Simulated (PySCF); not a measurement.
Vertical excitations of a molecule C6H5Cl from TDA-ωB97X/def2-SVPD in PySCF, as energy in eV (oscillator strength): 5.40 (0.001), 6.22 (0.063), 6.88 (0.000), 7.42 (0.649), 7.44 (1.041), 7.70 (0.000), 7.74 (0.012), 7.75 (0.000), 7.95 (0.009), 8.25 (0.006). Lowest triplet (TDA): 3.97 eV. Coordinates come from a PBE-D3(BJ)/def2-SVP optimisation. One conformer was computed; it need not be the lowest.

Problem. Pick the molecule that these values belong to.
A) C#CC(=C)C(=C)Cl
B) C=C1C=CC(Cl)=C1
C) C#CCC=C=CCl
D) Clc1ccccc1

Solution. D, Clc1ccccc1
